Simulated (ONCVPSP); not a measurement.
## LDA (Perdew-Wang 92) ONCV dataset for H, scalar-relativistic all-electron reference.

```json
{
  "Element": "hydrogen",
  "Generator": "ONCVPSP 4.0.1",
  "Type": "optimised norm-conserving Vanderbilt (ONCV)",
  "Functional": "LDA (Perdew-Wang 92)",
  "Relativity": "scalar-relativistic",
  "Frozen core": "none",
  "Valence charge": "1",
  "Reference configuration": "1s1",
  "Partial waves": "1s: rc 0.80 bohr, ncon 4, nbas 7, qcut 10.5 1/bohr, 2 projectors, debl 3.4 Ha; p scattering state at 0.1 Ha: rc 0.70 bohr, ncon 4, nbas 8, qcut 12.8 1/bohr, 2 projectors, debl 0.6 Ha",
  "Local potential": "polynomial inside 0.50 bohr (lpopt 5, dvloc0 3 Ha)",
  "Core correction": "none"
}
```

All-electron outer shells of the reference configuration (LDA (PZ), scalar-relativistic, ld1.x):

```
shell  level (eV)  outermost node (bohr)  outermost maximum (bohr)
   1s       -6.36                      –                      1.05
```

What the tests gave:

```
Cutoffs needed : 25 Ha and 40 Ha (the cutoffs (Ha) at which the residual kinetic energy of the hardest occupied pseudo-wave falls to 1 and 0.1 mHa per electron)
Ghost test     : no bound ghost flagged; no localised positive-energy state flagged
```

Generation and tests took about 3.4 s on one core of a shared server CPU.
